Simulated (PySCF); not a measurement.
Isomers of H5NSi2. All species are isolated molecules in the gas phase. Strings in code marks are SMILES.

The vertical ionisation energy (Delta-SCF) from two functionals at the same geometries (PBE0-D3(BJ)/def2-TZVP), both in PySCF: PBE-D3(BJ)/def2-TZVP and ωB97X-D3(BJ)/def2-TZVP. Delta-SCF ions had no search for a lower state. 

```json
[
 {"species": "`[H]/N=[SiH]\\[SiH3]`", "PBE-D3(BJ)/def2-TZVP (eV)": "9.12", "ωB97X-D3(BJ)/def2-TZVP (eV)": "9.29"},
 {"species": "`[SiH2]=[SiH]N`", "PBE-D3(BJ)/def2-TZVP (eV)": "7.62", "ωB97X-D3(BJ)/def2-TZVP (eV)": "7.61"},
 {"species": "`[SiH2]=N[SiH3]`", "PBE-D3(BJ)/def2-TZVP (eV)": "9.13", "ωB97X-D3(BJ)/def2-TZVP (eV)": "9.45"}
]
```

Over these rows, drawn at random from the members with no instability flagged (it was tested for open shells, ions and some series alone), PBE minus ωB97X-D3(BJ): mean -0.16 eV, from -0.32 eV to +0.02 eV.
